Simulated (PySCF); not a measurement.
A structure optimised at B3LYP-D3(BJ)/def2-SVP, used in a PySCF frequency run:

```xyz
5

Sn     0.0000     0.0000     0.6876
I     -2.2066     1.2740    -0.2314
I      0.0000    -2.5480    -0.2314
I      2.2066     1.2740    -0.2314
H      0.0000     0.0000     2.4038
```
Charge 0, spin multiplicity 1.

### Question
Write its SMILES, formula and point group.

### Answer
[I][SnH]([I])[I], HI3Sn, C3v

### Question
What are its rotational constants (standard atomic weights)?

### Answer
0.38340, 0.38340, 0.20447 GHz
